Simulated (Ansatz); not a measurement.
Consider the ligand exchange at the Si–O bond: `N[SiH](Cl)O[SiH3]` + `N[SiH](F)S` → `N[Si@H](F)S[Si@@H](N)Cl` + `O[SiH3]`.

Calculated with Ansatz (gas phase, PBE0-D4/def2-TZVP geometries, no zero-point term in ΔE). CCSD(T)/CBS adds triple-zeta CCSD(T) − MP2 to the extrapolated MP2 energy (def2 sets, frozen cores). Functionals use def2-TZVPP. B3LYP here is the variant with VWN-RPA as its local correlation; programs differ in this. Each species was taken in one conformer, which may not be the lowest.

```
             level  ΔE (kcal/mol)  difference from CCSD(T)/CBS
            PBE-D4           11.3                         -3.9
           PBE0-D4           12.4                         -2.8
          B3LYP-D4           15.2                          0.0
           ωB97M-V           14.8                         -0.4
              PBE0           13.7                         -1.5
             B3LYP           17.5                          2.3
   CCSD/def2-TZVPP           17.1                          1.9
CCSD(T)/def2-TZVPP           15.9                          0.7
SCS-MP2/def2-QZVPP           16.1                          0.9
    CCSD/CBS(def2)           16.3                          1.1
       CCSD(T)/CBS           15.2                            0
```

Largest T1 diagnostic among the species: 0.011.

The D4 term adds −2.4 kcal/mol with B3LYP and −1.4 kcal/mol with PBE0; it sums over pairs of atoms, weighted by their polarisabilities, and B3LYP, whose exchange is more repulsive, gets the larger term. From PBE to PBE0 (25 % exact exchange), in def2-TZVPP and without D4, ΔE moves by +1.0 kcal/mol. In def2-TZVPP, CCSD(T) changes the Hartree–Fock value by −5.4 kcal/mol (the triples alone add −1.1 kcal/mol) and MP2 by −6.8 kcal/mol.
